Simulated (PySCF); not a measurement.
## SMILES C=C=C(C)CCCN, C7H13N

Geometry (Å), atoms numbered from 1 in this order:
```xyz
21

C    -2.6801    2.3516   -0.1775
C    -2.0840    1.2052   -0.0904
C    -1.4813    0.0556   -0.0179
C    -2.0819   -1.1118    0.7154
C    -0.1337   -0.1622   -0.6617
C     0.9835   -0.2832    0.3772
C     2.3550   -0.4113   -0.2816
N     3.3630   -0.6857    0.7311
H    -3.3612    2.5811   -0.9828
H    -2.5274    3.1309    0.5534
H    -1.4746   -1.3672    1.5826
H    -2.1221   -1.9826    0.0620
H    -3.0879   -0.8769    1.0530
H    -0.1647   -1.0769   -1.2600
H     0.0870    0.6743   -1.3289
H     0.8254   -1.1623    1.0023
H     0.9739    0.5977    1.0246
H     2.5625    0.5010   -0.8685
H     2.3505   -1.2587   -0.9744
H     4.2777   -0.7850    0.3044
H     3.4117    0.0834    1.3918
```

Level of theory: quadratic response B3LYP/def2-SVPD first hyperpolarisability, Taylor convention, gas phase in PySCF 2.14.0. Geometry: GFN2-xTB.

Task: What is the first hyperpolarisability, and how does it disperse?

Result: In au, Taylor convention; the vector part is βᵢ = ⅓ Σⱼ (βᵢⱼⱼ + βⱼᵢⱼ + βⱼⱼᵢ); β∥ is 3/5 of the vector part along the dipole, the dipole points from − to +:
```csv
process,λ (nm),β vector norm,β∥,β HRS,depolarisation ratio
"static β(0;0,0)",∞,147.6,7.2,60.7,5.11
"second harmonic β(−2ω;ω,ω)",1907,154.1,7.2,63.5,5.08
"Pockels β(−ω;ω,0)",1907,149.7,7.2,–,–
"second harmonic β(−2ω;ω,ω)",1340,161.2,7.1,66.6,5.05
"Pockels β(−ω;ω,0)",1340,151.9,7.2,–,–
```

Task: Which lowest excitations, dipole and polarisabilities go with it?

Result: S1 5.58 eV (f = 0.000); S2 6.02 eV (f = 0.012); S3 6.26 eV (f = 0.011); dipole 0.99 D; isotropic α 99.6 au static, 99.9 au at 1907 nm, 100.2 au at 1340 nm, 100.8 au at 953.5 nm, 102.2 au at 670 nm.
